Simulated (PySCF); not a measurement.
Compound: Zr(SMe)2Cl2, C₂H₆Cl₂S₂Zr (singlet state).
Bonds: Zr1–S2, Zr1–S7, Zr1–Cl12, Zr1–Cl13, S2–C3, S7–C8. Hydrogens: H4, H5, H6 on C3; H9, H10, H11 on C8.

Method: PySCF, PBE0-D3(BJ)/def2-SVP geometry optimisation, gas phase, def2 core potentials past Kr; density fitting, grid level 1; the optimiser is geomeTRIC in internal coordinates, started from a GFN2-xTB structure with every atom displaced at random (about 0.03 Å).

Step 2: E = -50140.8176 eV
```
atom  x, y, z in Å  |  force x, y, z in eV/Å
Zr1     0.2168   -0.0594    0.1129   -0.129   0.039   0.021
S2      0.0629    0.0924    2.5031   -0.196   0.010  -0.054
C3     -1.7857    0.2068    2.5527    0.307  -0.050   0.139
H4     -2.1227    1.1507    2.1041   -0.045  -0.023   0.005
H5     -2.0529    0.1908    3.6187   -0.061   0.010  -0.059
H6     -2.2433   -0.6603    2.0547   -0.034   0.072   0.014
S7      2.4838   -0.0869   -0.6608   -0.090  -0.034  -0.193
C8      1.9055   -0.1825   -2.4156    0.114  -0.140   0.021
H9      1.3317   -1.1031   -2.5885   -0.021  -0.029  -0.004
H10     2.7992   -0.2232   -3.0552   -0.012   0.080   0.077
H11     1.2998    0.6902   -2.6945    0.059   0.079   0.009
Cl12   -0.8199    1.8212   -0.8303    0.018   0.012  -0.009
Cl13   -1.0445   -1.8888   -0.6790    0.091  -0.026   0.033
```

Step 3: E = -50140.8356 eV
```
atom  x, y, z in Å  |  force x, y, z in eV/Å
Zr1     0.1774   -0.0659    0.0767   -0.084  -0.043   0.056
S2      0.0264    0.0802    2.4730    0.035   0.016  -0.086
C3     -1.7944    0.2193    2.6160   -0.172   0.004   0.079
H4     -2.1594    1.1723    2.2057    0.065  -0.018   0.006
H5     -2.0308    0.1882    3.6897    0.009  -0.012  -0.049
H6     -2.3061   -0.6211    2.1217    0.051   0.042   0.038
S7      2.4525   -0.0985   -0.6791   -0.085  -0.039  -0.017
C8      1.9382   -0.1850   -2.4422    0.295  -0.029  -0.234
H9      1.3715   -1.1017   -2.6560   -0.056   0.013   0.032
H10     2.8612   -0.2169   -3.0460   -0.103   0.026   0.126
H11     1.3673    0.7043   -2.7426   -0.033   0.009   0.029
Cl12   -0.8452    1.8095   -0.8872   -0.015  -0.006  -0.002
Cl13   -1.0280   -1.9369   -0.7076    0.091   0.036   0.023
```

Step 4: E = -50140.8427 eV
```
atom  x, y, z in Å  |  force x, y, z in eV/Å
Zr1     0.1352   -0.0870    0.0439   -0.036  -0.053   0.071
S2     -0.0080    0.0525    2.4411    0.107   0.003  -0.047
C3     -1.8078    0.2387    2.6723   -0.305   0.062   0.052
H4     -2.1642    1.2110    2.3015    0.081  -0.012  -0.004
H5     -2.0069    0.1887    3.7523    0.044  -0.020  -0.020
H6     -2.3722   -0.5684    2.1813    0.067   0.002   0.018
S7      2.4165   -0.1109   -0.6901   -0.049  -0.041   0.029
C8      1.9749   -0.1834   -2.4692    0.261   0.066  -0.240
H9      1.4157   -1.0959   -2.7174   -0.049   0.017   0.039
H10     2.9213   -0.2002   -3.0338   -0.073  -0.020   0.096
H11     1.4207    0.7135   -2.7798   -0.065  -0.026   0.028
Cl12   -0.8920    1.7790   -0.9288   -0.033  -0.006  -0.008
Cl13   -1.0026   -1.9897   -0.7511    0.049   0.028  -0.013
```

Step 5: E = -50140.8480 eV
```
atom  x, y, z in Å  |  force x, y, z in eV/Å
Zr1     0.0623   -0.1391   -0.0071    0.037  -0.005   0.089
S2     -0.0678   -0.0053    2.3934    0.103  -0.038  -0.032
C3     -1.8301    0.2784    2.7581   -0.242   0.103   0.020
H4     -2.1400    1.2857    2.4461    0.046  -0.007  -0.011
H5     -1.9621    0.1951    3.8453    0.052  -0.020   0.007
H6     -2.4753   -0.4687    2.2759    0.037  -0.032  -0.015
S7      2.3554   -0.1321   -0.7044   -0.018  -0.032   0.049
C8      2.0362   -0.1748   -2.5082    0.070   0.148  -0.108
H9      1.4955   -1.0840   -2.8051   -0.006   0.007   0.022
H10     3.0148   -0.1619   -3.0061    0.020  -0.062   0.019
H11     1.4889    0.7242   -2.8260   -0.057  -0.050   0.002
Cl12   -0.9889    1.7085   -0.9879   -0.022  -0.021  -0.004
Cl13   -0.9585   -2.0782   -0.8518   -0.022   0.011  -0.039
```

**Question.** Estimate the geometry and energy of step 6. (The exact step hangs on the optimiser's Hessian estimate; all steps are aligned on step 5, rigid shifts and turns removed.)

**Answer.** E = -50140.8506 eV, largest force 0.103 eV/Å
```
atom  x, y, z in Å  |  force x, y, z in eV/Å
Zr1     0.0440   -0.1623   -0.0142    0.043   0.008   0.041
S2     -0.0818   -0.0313    2.3844    0.032  -0.040   0.012
C3     -1.8366    0.2941    2.7760   -0.075   0.058  -0.003
H4     -2.1186    1.3110    2.4722    0.009   0.000  -0.008
H5     -1.9481    0.2035    3.8644    0.020  -0.008   0.010
H6     -2.5001   -0.4374    2.2962    0.004  -0.022  -0.016
S7      2.3387   -0.1377   -0.7048    0.001  -0.016   0.012
C8      2.0527   -0.1676   -2.5163   -0.026   0.098  -0.021
H9      1.5216   -1.0795   -2.8220    0.013  -0.003   0.007
H10     3.0383   -0.1453   -2.9969    0.046  -0.043  -0.003
H11     1.4946    0.7243   -2.8348   -0.021  -0.029  -0.003
Cl12   -1.0245    1.6764   -0.9916   -0.010  -0.010  -0.006
Cl13   -0.9496   -2.1003   -0.8907   -0.038   0.007  -0.023
```

The energy changes by -0.0026 eV. The first-order estimate −F·Δx gives -0.0061 eV and the mean of the old and new forces, exact on a quadratic surface, -0.0040 eV. The step makes an angle of 83° with the force vector and moves no atom by more than 0.048 Å.

The cost below is that of the whole optimisation. On an Intel Xeon at 2.50 GHz with one thread, shared host with 64 logical CPUs at a one-minute load of 58, this took 20 min wall, 15 min CPU and 0.71 GiB of memory at its peak.
